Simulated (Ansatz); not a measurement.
Reaction (cleavage of the Ge–Si bond): `[OH][GeH]([F])[SiH3]` + NH₃ → `[NH2][GeH]([OH])[F]` + SiH₄

Program: Ansatz. Geometries: PBE0-D4/def2-TZVP. ΔE: electronic, gas phase. CCSD(T)/CBS is the MP2 limit (def2-TZVPP, def2-QZVPP) plus CCSD(T) − MP2 in def2-TZVPP, frozen cores. This one scheme is used for every species. Functionals use def2-TZVPP. HSE06 is defined as in plane-wave codes. For Ge outer-core shells are correlated without core-valence functions, which leaves a few kJ/mol of doubt a bond. Scalar relativity is left out up to krypton. Each species was taken in one conformer, which may not be the lowest.

```tsv
level	ΔE (kcal/mol)
B97M-V	-2.5
r2SCAN0-D4	-3.4
HSE06-D4	-1.2
LC-ωPBE	-3.5
HF/def2-TZVPP	-7.7
HF/def2-QZVPP	-7.7
MP2/def2-QZVPP	-5.1
MP2/CBS(def2)	-4.7
```

(1) What does CCSD(T)/CBS give? (An estimate is asked.)

Largest T1 diagnostic among the species: 0.013.

## Answers

(1) The calculation gave: -3.6 kcal/mol. The listed levels differ from it by 1.1, 0.2, 2.4, 0.1, -4.1, -4.1, -1.5, -1.1 kcal/mol.

From PBE to PBE0 (25 % exact exchange), in def2-TZVPP and without D4, ΔE moves by −1.5 kcal/mol. At CCSD(T), def2-SVP lies −3.5 kcal/mol from the extrapolated value and def2-TZVPP −1.2 kcal/mol.
